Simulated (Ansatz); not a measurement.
Reactions of `N=C=C([SiH3])Cl`.

Calculated with Ansatz (gas phase, PBE0-D4/def2-TZVP geometries, no zero-point term in ΔE). CBS: MP2 limit from def2 TZ/QZ plus the TZ coupled-cluster correction, frozen cores. This one scheme is used for every species, atoms too. For atomizations the MP2-based limit and the directly extrapolated one differ by several kJ/mol either way, and by 10 to 25 for some Ge, Se and Sn compounds, so smaller differences from it don't rank the levels. Functionals use def2-TZVPP. Open shells (•) are unrestricted, without spin–orbit coupling. Spin–orbit coupling would lower the free atoms: a little for C, Cl, Si. Each species was taken in one conformer, which may not be the lowest.

```
                                        reaction  CCSD(T)/CBS(def2) (kcal/mol)
    `N=C=C([SiH3])Cl` + H₂ → `N=C=C[SiH3]` + HCl                         -25.3
`N=C=C([SiH3])Cl` → 2 C• + Cl• + 4 H• + N• + Si•                         774.6
   `N=C=C([SiH3])Cl` + H₂S → `N=C=C(S)Cl` + SiH₄                             ?
`N=C=C([SiH3])Cl` + H₂O → `N=C=C(O)[SiH3]` + HCl                          10.1
```

(1) Fill in the missing values. (Best estimate.)

Largest T1 diagnostic: 0.015, for `N=C=C[SiH3]`.

Results:

(1) Ansatz gave: `N=C=C([SiH3])Cl` + H₂S → `N=C=C(S)Cl` + SiH₄: +16.0 kcal/mol.
